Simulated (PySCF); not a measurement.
## Correlation energy of Cd (cadmium, neutral)

[Kr] 4d10 5s2, closed-shell 1S. Calculation: PySCF 2.14, in aug-cc-pVTZ-PP with ECP28MDF (6s6p5d3f2g, 88 functions); scalar relativity through the core potential. Frozen: 4s2 4p6; 12 electrons correlated.

```csv
level,correlation energy (mhartree)
CCSD,-438.13
(T),-18.33
CCSD(T),-456.46
```

Diagnostics: T1 = 0.020, D1 = 0.0658, largest double amplitude 0.047.

Cost of the coupled-cluster step: about 10 core-seconds, for 12 correlated electrons.

Iterations:

```
CC2 = 0
CCSD nocc = 6, nmo = 84
frozen orbitals [0, 1, 2, 3]
max_cycle = 100
direct = 0
conv_tol = 1e-08
conv_tol_normt = 1e-06
diis_space = 8
diis_start_cycle = 0
Init t2, MP2 energy = -167.31247586155  E_corr(MP2) -0.473711307899987
Init E_corr(CCSD) = -0.473711307915587
cycle = 1  E_corr(CCSD) = -0.42595376612706  dE = 0.0477575418  norm(t1,t2) = 0.0594587
cycle = 2  E_corr(CCSD) = -0.438155620127836  dE = -0.012201854  norm(t1,t2) = 0.0162907
cycle = 3  E_corr(CCSD) = -0.437006985550097  dE = 0.00114863458  norm(t1,t2) = 0.00774612
cycle = 4  E_corr(CCSD) = -0.438109828022083  dE = -0.00110284247  norm(t1,t2) = 0.00237918
cycle = 5  E_corr(CCSD) = -0.438138240849708  dE = -2.84128276e-05  norm(t1,t2) = 0.000169656
cycle = 6  E_corr(CCSD) = -0.43812927773726  dE = 8.96311245e-06  norm(t1,t2) = 4.48964e-05
cycle = 7  E_corr(CCSD) = -0.438127148373889  dE = 2.12936337e-06  norm(t1,t2) = 7.36845e-06
cycle = 8  E_corr(CCSD) = -0.438127841667342  dE = -6.93293453e-07  norm(t1,t2) = 1.4986e-06
cycle = 9  E_corr(CCSD) = -0.438127859723973  dE = -1.80566304e-08  norm(t1,t2) = 4.81317e-07
cycle = 10  E_corr(CCSD) = -0.438127801352271  dE = 5.83717017e-08  norm(t1,t2) = 1.75416e-07
cycle = 11  E_corr(CCSD) = -0.438127798909622  dE = 2.44264947e-09  norm(t1,t2) = 4.98705e-08
CCSD converged
E(CCSD) = -167.2768923525593  E_corr = -0.4381277989096216
CCSD(T) correction = -0.0183313615334188
```
